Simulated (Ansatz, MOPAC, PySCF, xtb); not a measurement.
Noncovalent pair: CH4 (SMILES C) (first 5 atoms) with H2S (SMILES S); geometry from B3LYP-D3(BJ)/def2-TZVP, rigid monomers moved along the line of their centres of mass till C1···H8 is 2.72 Å.
(charge 0, multiplicity 1):
```xyz
8

C     -0.0080    -0.0567     0.1689
H     -0.8535     0.2177     0.7981
H     -0.2160     0.2255    -0.8621
H      0.8882     0.4591     0.5116
H      0.1503    -1.1334     0.2223
S      0.4007    -0.0848     3.8057
H      0.3380     1.0234     3.0511
H      0.4198    -0.8830     2.7271
```

Counterpoise-corrected where a basis set is named; no monomer relaxation.

Rows in 6-31G* carry no dispersion term and start afresh at each structure (6-31G* with six Cartesian d functions). The state that PM3 reach isn't checked.

Codes used: Ansatz (a first-principles code); MOPAC for PM3 (differences of heats of formation); PySCF for 6-31G* rows; xtb for the GFN methods. Values without a source in brackets are computed.

Question: One of these levels gives -0.13 kcal/mol for the interaction energy. Which one is it?
A) PM3
B) HF/6-31G*
C) GFN2-xTB
D) r2SCAN/def2-TZVPPD

Answer: D, r2SCAN/def2-TZVPPD. The others give 0.19 (PM3), -0.59 (GFN2-xTB), 1.58 (HF/6-31G*)
